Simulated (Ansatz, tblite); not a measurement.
Cost and result up the ladder for GaH2(NH2) (GaNH₄) (6 atoms). Charge 0, multiplicity 1. Geometry: r2SCAN-D4/def2-TZVP.

```xyz
6

Ga    0.363   -0.474    0.626
H    -0.030   -0.109    2.084
H     1.335   -1.596    0.166
N    -0.397    0.520   -0.686
H    -0.228    0.383   -1.669
H    -1.042    1.276   -0.521
```

Ansatz on 4 threads of Arm Neoverse V2 on a shared host; xTB runs through tblite on one thread. Times are rough, summed over both states, and most runs start from the orbitals of an earlier one. PBE0-D4/def2-TZVP serves as the yardstick here, not as an exact answer. The other state is a triplet.

The xTB rows come from tblite. HOMO above LUMO, or a gap near zero within one spin, warns that the state may not be the lowest or that an electron is smeared out.

xTB has no spin-polarisation term.

| level | functions | wall time | vertical triplet (eV) | difference from PBE0-D4/def2-TZVP (eV) | remarks |
| --- | --- | --- | --- | --- | --- |
| GFN2-xTB | 17 | 0.003 s | 5.47 | 0.57 | – |
| GFN1-xTB | 21 | 0.005 s | 7.23 | 2.34 | – |
| PBE-D4/def2-TZVP | 103 | 1.4 s | 4.81 | -0.08 | gap within one spin near zero (triplet) |
| PBE0-D4/def2-TZVP | 103 | 2 s | 4.89 | 0.00 | – |
| r2SCAN-D4/def2-TZVP | 103 | 3.6 s | 4.74 | -0.15 | gap within one spin near zero (triplet) |
